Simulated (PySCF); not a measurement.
# Ionisation energy of Mo²⁺ by level of theory

Mo²⁺ [Kr] 4d4 (5D) → Mo³⁺ [Kr] 4d3 (4F), as a difference of total energies. Computed with PySCF 2.14 in aug-cc-pVDZ-PP with ECP28MDF, with scalar relativity through the core potential. Correlated levels: valence: 4s2 4p6 frozen. The calculations carry no spin-orbit coupling.

```json
{"method": "UHF", "ionisation energy (eV)": "26.088"}
{"method": "M06-L", "ionisation energy (eV)": "26.794"}
{"method": "TPSS", "ionisation energy (eV)": "26.963"}
{"method": "MP2 (valence)", "ionisation energy (eV)": "26.497"}
{"method": "SCS-MP2 (valence)", "ionisation energy (eV)": "26.225"}
```

Q: How much does correlation contribute at MP2 (valence)?

A: 26.497 − (26.088) = 0.409 eV, measured against UHF.

The reference lies between the lowest fine-structure levels, while these numbers refer to the centres of the terms.

Errors of the correlated levels include the incompleteness of this basis and the frozen core.

For comparison: 27.13 ± 0.12 eV (semi-empirical (NIST evaluation); NIST Atomic Spectra Database, ionization energies).
